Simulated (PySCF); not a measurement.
## Au²⁺: excitation energy

Au²⁺ [Xe] 4f14 5d9 (2D) → Au²⁺ [Xe] 4f14 5d8 6s1 (4F), as a difference of total energies. Calculation: PySCF 2.14, in aug-cc-pVTZ-PP with ECP60MDF; a scalar-relativistic core potential. Correlated levels: valence: 5s2 5p6 frozen. The calculations carry no spin-orbit coupling.

```tsv
method	excitation energy (cm⁻¹)
UHF	29563
LDA	30417
PBE	30014
PBE0	31163
r2SCAN	28085
TPSSh	29804
PW91	29927
B97-3	33624
BP86	29811
MP2 (valence)	33920
SCS-MP2 (valence)	35588
```
